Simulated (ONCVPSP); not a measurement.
**Potentials for Ni (Z = 28) compared**

Generated with ld1.x 7.5 (TM, RRKJ, ultrasoft, PAW), atompaw 4.2 or ONCVPSP 4.0.1. The cutoff is in Ry: for ld1.x and atompaw files where the sum of valence levels is converged to 10 mRy in a Bessel basis, for ONCV files where the hardest occupied wave has 1 mHa per electron of residual kinetic energy. The error is the largest all-electron minus pseudo excitation energy over each file’s own four to seven test configurations (ionisations up to +4, promotions, holes and added fractions of an electron), all of which were solved. The labels leave out finer settings (local radius, basis sizes, second energies), which also bear on the numbers. Spin-polarised tests are not counted. The rows are a selection from randomly drawn settings: files with unsolved tests, undetermined cutoffs or missed reference levels are left out.

```csv
potential,cutoff (Ry),largest error (meV),bound ghosts
"ONCV, LDA (Perdew-Zunger), fully relativistic, rc 1.05/1.60/1.20/1.30 (spdf), local smoothed, core correction yes, reference 3s2 3p6 3d8 4s1.5 4p0.5, qcut 10.9/10/14.4/9.1, projectors 2/2/2/2",149,-80,none
"ONCV, LDA (Perdew-Wang 92), scalar-relativistic, rc 1.35/1.25/0.80 (spd), local smoothed, core correction yes, reference 3s2 3p6 3d8 4s1.5, qcut 8.5/11.4/11.3, projectors 3/2/2",677,+6.9,none
"ONCV, PBE, scalar-relativistic, rc 0.75/0.70/1.40 (spd), local smoothed, core correction no, reference 3s2 3p6 3d7, qcut 8/12.3/9, projectors 2/2/2",419,+80,none
"ONCV, PBE, scalar-relativistic, rc 1.45/0.95/1.20 (spd), local smoothed, core correction yes, reference 3s2 3p6 3d8 4s0.5, qcut 6.7/17.8/13.7, projectors 2/3/2",151,+2.6,none
"ONCV, PBE, non-relativistic, rc 1.15/0.80/1.40 (spd), local smoothed, core correction no, reference 3s2 3p6 3d7, qcut 12.1/10.3/12.4, projectors 1/2/2",128,+1420,none
```

(1) Fill in the row for Ni: ONCV, PBE, non-relativistic, rc 1.30/0.90/0.85 (spd), local smoothed, core correction yes, reference 3s2 3p6 3d8.5 4s1.5, qcut 7.4/15.2/15.8, projectors 3/2/2.

(2) Fill in the row for Ni: ONCV, Wu-Cohen, scalar-relativistic, rc 1.15/0.95/0.85/1.25 (spdf), local smoothed, core correction yes, reference 3s2 3p6 3d8 4s1.5, qcut 8.9/16.5/17.8/9.5, projectors 2/2/2/2.

## Answers

(1) cutoff 217 Ry, largest error +1.0 meV, bound ghosts: none.

(2) cutoff 237 Ry, largest error -6.7 meV, bound ghosts: none.
